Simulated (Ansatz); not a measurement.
Reaction (ligand exchange at the Si–C bond): `C=CC(=C)[SiH3]` + `N[SiH2]F` → `F[SiH2]N[SiH3]` + `C=CC=C`

Calculated with Ansatz (gas phase, PBE0-D4/def2-TZVP geometries, no zero-point term in ΔE). CBS: MP2 limit from def2 TZ/QZ plus the TZ coupled-cluster correction, frozen cores. This one scheme is used for every species. Functionals use def2-TZVPP. Each species was taken in one conformer, which may not be the lowest.

`C=CC(=C)[SiH3]`:

Z-matrix (Å, degrees):
```
Si
C 1 1.874
H 1 1.488 2 111.2
H 1 1.485 2 108.1 3 120.0
H 1 1.488 2 111.2 3 -120.0
C 2 1.458 1 120.9 3 60.2
C 2 1.339 1 119.0 3 -119.7
C 6 1.332 2 125.3 1 0.1
H 6 1.090 2 115.8 1 -179.9
H 7 1.088 2 121.3 1 180.0
H 7 1.084 2 122.2 1 -0.0
H 8 1.083 6 121.4 2 180.0
H 8 1.086 6 122.1 2 0.0
```

`N[SiH2]F`:

```xyz
7

N    -0.534   -0.618   -0.655
Si    0.368    0.443    0.310
F     0.287    0.148    1.885
H    -0.214   -1.548   -0.868
H    -1.533   -0.537   -0.747
H    -0.169    1.809    0.127
H     1.795    0.303   -0.053
```

`F[SiH2]N[SiH3]`:

```xyz
10

F    -0.635    2.477   -0.016
Si   -0.905    1.053    0.666
N     0.412   -0.018    0.492
Si    0.739   -1.108   -0.816
H    -1.127    1.325    2.104
H    -2.082    0.477   -0.019
H     1.139    0.068    1.189
H     1.947   -0.707   -1.585
H    -0.449   -1.077   -1.704
H     0.960   -2.489   -0.312
```

`C=CC=C`:

Cartesian coordinates in Å:
```
C 0.688 -1.105 1.298
C 0.557 -0.082 0.455
C -0.558 0.082 -0.455
C -0.688 1.105 -1.299
H -0.057 -1.892 1.348
H 1.539 -1.189 1.963
H 1.321 0.693 0.429
H -1.322 -0.692 -0.428
H 0.057 1.892 -1.348
H -1.539 1.189 -1.963
```

Q: Is it downhill or uphill in electronic energy at CCSD(T)/CBS, and by how much? (An estimate is asked.)

A: The calculation gave: Downhill: ΔE = -55.5 kJ/mol.

Q: What do these levels give: B97M-V, CAM-B3LYP-D4, PBE-QIDH, PBE, MP2/def2-SVP, SCS-MP2/def2-QZVPP? (Best estimate.)

A: The calculation gave: B97M-V -56.9, CAM-B3LYP-D4 -58.2, PBE-QIDH -55.1, PBE -50.5, MP2/def2-SVP -55.4, SCS-MP2/def2-QZVPP -58.5 kJ/mol.

Largest T1 diagnostic among the species: 0.012.

From BLYP to BHLYP (50 % exact exchange), in def2-TZVPP and without D4, ΔE moves by −5.2 kJ/mol. In def2-TZVPP, CCSD(T) changes the Hartree–Fock value by +15.8 kJ/mol (the triples alone add +2.8 kJ/mol) and MP2 by +16.8 kJ/mol.
